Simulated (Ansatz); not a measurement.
The cluster NbO2⁻, relaxed as a singlet with RKS r2SCAN-D4/def2-TZVPD in Ansatz, starting from the GFN1-xTB geometry. Force threshold 0.02 eV/Å.

In the def2 sets Nb takes a core potential; there is no spin–orbit coupling. The restricted singlet is unstable: a solution with broken spin symmetry lies lower. The highest occupied level of the charge -1 singlet lies above zero (up to 0.49 eV). Its loss leaves the charge 0 doublet, which lies 1.47 eV higher (vertical, at r2SCAN-D4/def2-TZVPD), but this difference is unsure: the doublet is doubtful (geometry relaxed on an unsound state). The relaxation made no stability test and no search for a lower SCF solution. The structure comes from a short search, and lower isomers may exist.

Start:

```xyz
3

Nb   -0.0015   -0.0001    0.0005
O     0.4715   -1.1091    1.2185
O    -0.4699    1.1092   -1.2191
```

(1) Estimate the energy that the relaxation releases and the steps that it takes.

(2) Does the start keep its bonding and symmetry?

(3) Predict the relaxed structure.

Results:

(1) 357.9 kJ/mol, in 12 steps; 23 s on 4 threads of Arm Neoverse V2 on a shared host. No frequencies were taken in this run, so the end may be a saddle point.

(2) By distances, no bond broke or formed. The bond that changes most is Nb1–O2, from 1.71 to 1.73 Å (atoms count from 1). Point group D∞h at the start, C2v at the end, both within 0.05 Å.

(3) 
```xyz
3

Nb   -0.668   -0.051    0.212
O     0.712   -0.864    0.871
O    -0.043    0.915   -1.084
```
Bond lengths: 2 × Nb–O 1.73 Å.
